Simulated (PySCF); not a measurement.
**Distorted geometries of OsO3(H2O)2**

OsO3(H2O)2 (triplet). PySCF 2.14.0, UKS r2SCAN, Os def2-SVP with ECP60, O def2-SVP, H def2-SVP; non-relativistic Hamiltonian with scalar-relativistic core potentials where named; density fitting; no spin-orbit coupling. Relaxed geometry:

```xyz
10

Os   -0.1391    0.0000    0.0000
O    -0.8594   -0.4581    1.4980
O    -0.8594    0.4581   -1.4980
O     1.6256    0.0000    0.0000
O     0.3933    2.5161    0.1823
H     1.3462    2.3403    0.1097
H     0.1413    2.8589   -0.6889
O     0.3933   -2.5161   -0.1823
H     0.1413   -2.8589    0.6889
H     1.3462   -2.3403   -0.1097
```

Question: Order these distorted geometries by energy above the relaxed one, lowest first.
A.
```xyz
10

Os   -0.1517   -0.0324   -0.0482
O    -0.8593   -0.5158    1.4779
O    -0.9080    0.4896   -1.4982
O     1.6399   -0.0146    0.0334
O     0.4046    2.5409    0.2405
H     1.3051    2.3688    0.0884
H     0.0928    2.9063   -0.7219
O     0.4336   -2.5358   -0.1854
H     0.1973   -2.8524    0.7117
H     1.3748   -2.3546   -0.0982
```
B.
```xyz
10

Os   -0.0422   -0.0090    0.0843
O    -0.8891   -0.5104    1.4483
O    -0.7769    0.4648   -1.3935
O     1.6566    0.0102   -0.0504
O     0.3892    2.5085    0.1839
H     1.2420    2.3171    0.1264
H     0.1366    2.8724   -0.6429
O     0.3829   -2.5289   -0.2312
H     0.0327   -2.7434    0.6869
H     1.3973   -2.3812   -0.2119
```
C.
```xyz
10

Os   -0.1353    0.1735    0.1105
O    -0.8393   -0.4839    1.4578
O    -0.8802    0.5359   -1.5630
O     1.6432   -0.0587   -0.0591
O     0.4922    2.5115    0.1718
H     1.2143    2.2936    0.1619
H     0.0962    2.8468   -0.7428
O     0.3989   -2.5044   -0.1243
H     0.1960   -2.8985    0.6887
H     1.3432   -2.4157   -0.1017
```

Answer: A (0.33 eV), B (0.64 eV), C (2.88 eV).

Question: Which forces (eV/Å) act in the one that lies 2.88 eV up?

Answer: 
```
Os    2.12   1.00  -5.97
O    -1.70  -1.03   2.32
O     1.40  -0.58   3.79
O    -1.87   0.70   0.25
O   -25.53   7.60  -1.85
H    23.82  -6.51  -1.19
H     1.85  -1.14   2.69
O    -0.49   0.68  -2.12
H    -0.71  -1.02   2.19
H     1.09   0.31  -0.11
```
Forces carry noise of the integration grid, about 0.01 to 0.03 eV/Å.

No frequency check is given that shows the relaxed geometry to be a minimum. Open shells may have lower solutions than the one found.
